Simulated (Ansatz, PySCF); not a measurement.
SSn, SMILES [S]=[Sn] (connectivity only; charge and spin as stated), neutral, multiplicity 1. Atoms are numbered in the order given.

```xyz
2

Sn     0.0000     0.0000    -0.5269
S      0.0000     0.0000     1.6766
```

Coordinates come from a PBE0-D3(BJ)/def2-TZVP optimisation. The def2 effective core potentials stand for the cores of Sn; spin–orbit coupling is left out.

Two levels are set side by side: PBE-D3(BJ)/def2-TZVP (Ansatz, an electronic-structure program) and PBE0-D3(BJ)/def2-TZVP (Ansatz). Each level has its own optimised geometry; the coordinates shown are those of the second. Frequencies come from the Hessian of PySCF at each geometry. Differences are taken from unrounded values.

```csv
quantity,PBE0-D3(BJ),PBE-D3(BJ),PBE-D3(BJ) minus PBE0-D3(BJ)
bond Sn1–S2 (Å),2.203,2.232,0.028
highest harmonic wavenumber (cm⁻¹),504,472,-32
mean harmonic wavenumber (cm⁻¹),504,472,-32
zero-point energy (kcal/mol),0.72,0.67,-0.05
```
